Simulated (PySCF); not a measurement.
SMILES CCCC[SiH2]OC, singlet at its GFN2-xTB optimised geometry (Å):

```
21

Si    -0.5631    -0.0365     0.0000
C     -0.9884    -0.9671     1.5886
C     -2.4937    -1.0826     1.7894
C     -2.8533    -1.8334     3.0702
C     -4.3607    -1.9444     3.2634
O      1.0598    -0.0365     0.0000
C      1.9049     0.5234    -0.9554
H     -1.0898    -0.7079    -1.1973
H     -1.0895     1.3363     0.0000
H     -0.5546    -1.9683     1.5683
H     -0.5523    -0.4612     2.4517
H     -2.9350    -1.5994     0.9345
H     -2.9327    -0.0832     1.8239
H     -2.4175    -2.8348     3.0336
H     -2.4152    -1.3139     3.9259
H     -4.8107    -0.9556     3.3213
H     -4.5924    -2.4819     4.1803
H     -4.8130    -2.4764     2.4292
H      2.9350     0.3443    -0.6453
H      1.7359     1.5994    -1.0409
H      1.7389     0.0690    -1.9350
```

Calculation: PBE0/def2-SVP (PySCF 2.14.0).

Map of the log10 of the electron density (e/bohr³), floored at −4 on the plane z = 0.8 Å:

```
|                           |
|                           |
|                           |
|                           |
|                           |
|                           |
|        .::::.             |
|       .--==-:.            |
|      .:=+++=-:....        |
|     .:-+****=---::..      |
|    .::-+*##*++++=-::..    |
|   .---=+*###**##*+--:.    |
|  .-==+=+*#%###%%#*=-::.   |
|  :-++*+*#%%%#%%@%*=-:.    |
| .:=+***#%@@@%#%%%*=:..    |
| .-=*#%##%@@@#*##*+-.      |
| .-+#%@%#%@@%#*+++=:       |
|.:-*%@@%##%%#*+=--.        |
|.:-+#%%#**###*=-.          |
|.:-=****+=+**+=:           |
|..:-====--=+==:.           |
| ...::::..:--:.            |
|           ..              |
|                           |
|                           |
|                           |
|                           |
```
Scale: ten equal steps from -4.00 (start of ' ') to -0.730 (end of '@'), in the order ' .:-=+*#%@'; x runs from -5.00 to 5.00, y from -5.00 (bottom) to 5.00 (top).
